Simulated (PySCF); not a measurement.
**Working out the excitation energy of C**

C [He] 2s2 2p2 (3P) → C [He] 2s1 2p3 (5S). Calculation: PySCF 2.14, in def2-TZVPPD; the non-relativistic Hamiltonian (point nucleus). Frozen: nothing. Energies in hartree (1 hartree = 27.21139 eV):

```
             part   C (lower)   C (upper)
              UHF  -37.692531  -37.598062
MP2 opposite-spin   -0.069063   -0.015317
    MP2 same-spin   -0.013390   -0.027568
```

**Question.** What does Hartree-Fock give?

**Answer.** (-37.598062) − (-37.692531) = 0.094469 hartree = 2.571 eV.

**Question.** What do MP2 and SCS-MP2 (6/5 opposite-spin, 1/3 same-spin) give?

**Answer.** The opposite-spin parts differ by 1.463 eV and the same-spin parts by -0.386 eV. MP2: 2.571 + (1.463) + (-0.386) = 3.648 eV. SCS-MP2: 2.571 + 1.2 × (1.463) + (-0.386)/3 = 4.198 eV.

Measured between the centres of the two terms (NIST): 4.179 eV, so MP2 (valence and next inner shell) is off by -0.531 eV.

What remains against the reference includes basis incompleteness and correlation beyond second order.
